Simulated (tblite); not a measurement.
C$_{7}$H$_{8}$O, triplet, at a GFN2-xTB geometry (a higher spin typed on purpose: for a closed-shell molecule this is an excited state); IPEA1-xTB (tblite).

Here is a job for tblite.
```
$ tblite run mol.xyz --method ipea1 --charge 0 --spin 2 --json tblite.json --no-restart

# file mol.xyz
16

C     -2.78186503     0.23684651    -0.14039591
O     -1.69961912    -0.47020552    -0.68097207
C     -0.43433259    -0.20352678    -0.24939057
C      0.61542253    -0.95639157    -0.85658381
C      1.90597796    -0.76820759    -0.51100788
C      2.24289758     0.23843572     0.52210363
C      1.20405287     0.98512866     1.12672689
C     -0.09393761     0.81036884     0.79295653
H     -3.67008755    -0.14706680    -0.64133420
H     -2.87561608     0.06922139     0.93800899
H     -2.69723092     1.31224785    -0.33029248
H      0.32634537    -1.67946990    -1.60442786
H      2.70654695    -1.32868306    -0.96191413
H      3.26980135     0.38631833     0.80382738
H      1.46928755     1.71472317     1.87982426
H     -0.88138802     1.37843070     1.25763135
```

Q: Write the output that tblite gives for this input, abridged.

A: 
```
xTB calculator
 | screened Coulomb repulsion
 | Coulomb electrostatics
 |  * isotropic Klopman-Ohno-Mataga-Nishimoto electrostatics
 |  * onsite third-order electrostatics
 | DFT-D3(BJ) dispersion correction

halogen bonding energy    0.0000000000000E+00 Eh
repulsion energy          4.6014069720328E-01 Eh
dispersion energy        -6.6986726122621E-03 Eh
number of electrons       4.2000000000000E+01 e
integral cutoff           4.0000000000000E+01 bohr

------------------------------------------------------------
  cycle        total energy    energy error   density error
------------------------------------------------------------
      1     -25.85631575101  -2.6309758E+01   5.4533507E-01
      2     -25.85575698590   5.5876511E-04   3.4332115E-01
      3     -25.09337537844   7.6238161E-01   2.4856135E-01
      4     -25.87292125397  -7.7954588E-01   6.9807652E-02
      5     -25.92301346732  -5.0092213E-02   2.5817284E-02
      6     -25.92779309772  -4.7796304E-03   1.2569435E-02
      7     -25.92925832666  -1.4652289E-03   7.0454588E-03
      8     -25.92936908432  -1.1075766E-04   4.4063261E-03
      9     -25.92905675416   3.1233016E-04   6.2992402E-03
     10     -25.92907841219  -2.1658036E-05   5.4095430E-03
     11     -25.92941143450  -3.3302230E-04   1.8821555E-03
     12     -25.92945216682  -4.0732319E-05   3.5198612E-04
     13     -25.92945349666  -1.3298396E-06   4.8918374E-05
     14     -25.92945346162   3.5039839E-08   7.6956945E-05
     15     -25.92945348996  -2.8345113E-08   5.6219791E-05
     16     -25.92945351421  -2.4248177E-08   3.2053694E-05
     17     -25.92945352749  -1.3276161E-08   3.5383061E-06
------------------------------------------------------------

electronic energy        -2.6382895552077E+01 Eh
total energy             -2.5929453527486E+01 Eh

Post processing:
 | Mayer-Wiberg bond orders

[Info] JSON dump of results written to 'tblite.json'
```
